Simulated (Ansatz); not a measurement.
`C[N](C)[AlH][NH2]`. The species carries charge 0 and has multiplicity 1.

```
atom    x (Å)    y (Å)    z (Å)
  C1  -0.2109  -1.4733  -0.1178
  N2   0.4301  -0.1876  -0.0235
  C3   1.8676  -0.2874  -0.0500
 Al4  -0.4205   1.3642   0.1142
  N5  -2.1894   1.4182   0.1507
  H6  -1.2990  -1.3733  -0.0993
  H7   0.0738  -2.1341   0.7147
  H8   0.0562  -1.9950  -1.0491
  H9   2.3262   0.7026   0.0202
 H10   2.2271  -0.7556  -0.9785
 H11   2.2507  -0.8917   0.7859
 H12   0.4193   2.6997   0.2032
 H13  -2.8213   0.6366   0.1040
 H14  -2.7100   2.2768   0.2252
```

(1) List the harmonic frequencies (cm⁻¹, unscaled) at PBE0-D4/def2-TZVP in Ansatz. (Estimate.)

(2) Is this a minimum?

(3) Give the ideal-gas thermochemistry at 298.15 K and 1 bar (rigid rotor, harmonic oscillator; point group Cs, symmetry number 1).

(4) And at 400, 500, 600, 800 and 1000 K?

Answers

(1) Ansatz gave: 79, 139, 185, 231, 263, 271, 324, 351, 360, 509, 576, 621, 731, 837, 1031, 1093, 1116, 1169, 1230, 1318, 1441, 1467, 1467, 1475, 1500, 1520, 1569, 1947, 2970, 2976, 3004, 3014, 3099, 3101, 3615, 3704.

(2) Yes, all 36 modes are real.

(3) Zero-point energy 300.9 kJ/mol; H(298) − E = 325.1 kJ/mol; entropy 360.3 J/(mol·K), of which translation 164.7, rotation 111.6, vibration 84.0; G(298) − E = 217.7 kJ/mol. Modes under 100 cm⁻¹ are hindered rotations or soft bends, so the harmonic entropy is rough.

(4) 
```csv
T (K),H − E (kJ/mol),S (J/mol/K),G − E (kJ/mol)
400,339.3,401.2,178.8
500,355.6,437.5,136.9
600,374.0,470.9,91.4
800,415.7,530.7,-8.9
1000,462.5,582.9,-120.3
```
